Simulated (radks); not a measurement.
The numbers below are computed, except where a source is named.
Valence configurations of Ta I (all share [Xe]). Level of theory: scalar-relativistic Kohn-Sham, r2SCAN, spin-polarised, spherical densities, finite nucleus; open shells are filled with parallel spins first (spin-orbit coupling, left out, can overturn this in heavy ions); meta-GGA in the generalised Kohn-Sham scheme; Fermi nuclear charge, rms radius 5.3507 fm (a radial shooting solver on a logarithmic mesh with Libxc functionals). Energies are relative to 4f14 5d3 6s2; eigenvalues in eV for spin up.

valence,E (eV),moment (Bohr magnetons),e(4f),e(5d),e(6p),e(6s)
4f14 5d3 6s2,0.000,3,-24.907,-4.432,-,-6.121
4f14 5d2.5 6s2 6p0.5,1.645,3,-26.872,-5.666,-2.107,-6.955
4f13 5d4 6s2,23.296,5,-33.913,-5.831,-,-6.438
4f14 5d2 6s2 6p1,3.567,3,-28.861,-6.860,-2.733,-7.757
4f12 5d4 6s2 6p1,59.627,7,-47.971,-10.271,-2.804,-8.554
4f13.5 5d3.5 6s2,10.877,4,-29.340,-5.133,-,-6.290
4f12 5d5 6s2,52.968,7,-43.445,-7.223,-,-6.683
4f14 5d4 6s1,-0.282,5,-22.636,-3.411,-,-5.872
4f13 5d5 6s1,21.683,7,-31.246,-4.413,-,-5.982
4f13.5 5d2.5 6s2 6p1,15.227,4,-33.452,-7.730,-2.755,-7.990

NIST lists [Xe] 4f14 5d3 6s2 as the ground configuration; this level of theory puts 4f14 5d4 6s1 lower, by 0.282 eV. The energies are those of spherical high-spin densities, not of single terms.
